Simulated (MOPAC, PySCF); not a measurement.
Noncovalent pair: HCl (SMILES Cl) (first 2 atoms) with C2H4 (SMILES C=C); geometry from B3LYP-D3(BJ)/def2-TZVP, rigid monomers moved along the line of their centres of mass till H2···C3 is 4.29 Å.
(charge 0, multiplicity 1):
```xyz
8

Cl     0.3088    -0.4808     0.0035
H      0.1925    -0.2875     1.2773
C     -0.7673     0.6492     5.3566
C      0.3892     0.0293     5.5576
H     -1.7077     0.1115     5.3505
H     -0.8188     1.7190     5.1944
H      1.3292     0.5676     5.5675
H      0.4404    -1.0399     5.7238
```

Monomers are frozen at their geometry in the pair; levels with a basis set take the counterpoise correction. Rows marked so take none.

Rows in 6-31G* carry no dispersion term and start afresh at each structure (6-31G* with six Cartesian d functions). The state that PM7 reach isn't checked; PM7 holds dispersion and hydrogen-bond terms.

The values were computed with MOPAC for PM7 (differences of heats of formation); PySCF for 6-31G* rows. 

Problem. What interaction energy does PM7 give?

Solution. -0.5 kcal/mol
